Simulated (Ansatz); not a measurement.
**Energy profile**

The step: SiN₂H₄Cl₂ ([NH2][Si]([NH2])([Cl])[Cl]) → SiNHCl₂ ([NH][Si]([Cl])[Cl]) + NH₃ (still joined by a long Si–N bond); bonds formed: N2–H4; bonds broken: N3–H4; bonds weakened to dative contacts: Si1–N2 (atoms numbered as in the saddle structure below).

Si1  (-0.547, 0.216, 0.453)
N2  (1.136, -0.260, -0.114)
N3  (-1.008, -0.040, -1.083)
H4  (0.410, -0.332, -1.085)
Cl5  (-0.419, 2.083, 1.299)
Cl6  (-1.059, -1.023, 2.008)
H7  (1.522, -1.132, 0.226)
H8  (1.849, 0.458, -0.137)
H9  (-1.884, 0.030, -1.568)
(Å)

Electronic energies by CCSD(T) at an estimated basis limit (MP2 extrapolated from triple and quadruple zeta, plus CCSD(T) − MP2 in triple zeta), on PBE0-D4/def2-TZVP structures; SiN2H4Cl2, closed shell; no counterpoise correction. Computed with Ansatz 0.2.0 (basis: def2-TZVPP and def2-QZVPP); correlated methods freeze the cores. Extrapolation: Hartree–Fock as exp(−7.88 √X), correlation as X^−2.97.

(1) Give the profile in kcal/mol, counted from the start structure. (Judge from chemistry; the value comes from the calculation.)

The T1 diagnostic stays at or below 0.015.

Results:

(1) The calculation gives:
```tsv
point	kcal/mol
start structure	0.00
saddle	53.83
end structure	43.76
separated: SiNHCl2 (linked as [NH][Si]([Cl])[Cl]; Si1, N3, Cl5, Cl6, H9; singlet) + NH3 (N2, H4, H7, H8; singlet)	76.22
```

For scale, one of the runs: CCSD(T)/def2-TZVPP, 244 basis functions, launched by `ansatz run in.yaml --threads 4 --pin off --events-out ev --progress --plain --max-ram 9574MiB`. Time: 2.4 min of wall clock on 4 CPU threads of an Arm Neoverse V1; the host was shared. Peak host memory: 4.6 GiB.
